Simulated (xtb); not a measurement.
3-silylpropanenitrile (C3H7NSi), SMILES N#CCC[SiH3]. All values are semi-empirical tight-binding results from xtb (GFN2-xTB unless named), good for trends rather than for accurate numbers. Coordinates come from a GFN2-xTB optimisation. One conformer was computed; it need not be the lowest.

```json
{
  "orbital_gap": "5.55 eV",
  "dipole_moment": "3.65 D",
  "zero_point_energy": "54.6 kcal/mol",
  "G − E(el) at 298.15 K (modified RRHO)": "35.3 kcal/mol",
  "static polarisability (D4 model)": "69.2 bohr³",
  "solvation energy, GFN2-xTB/ALPB(water)": "-4.6 kcal/mol",
  "solvation energy, GFN2-xTB/ALPB(thf)": "-5.8 kcal/mol"
}
```
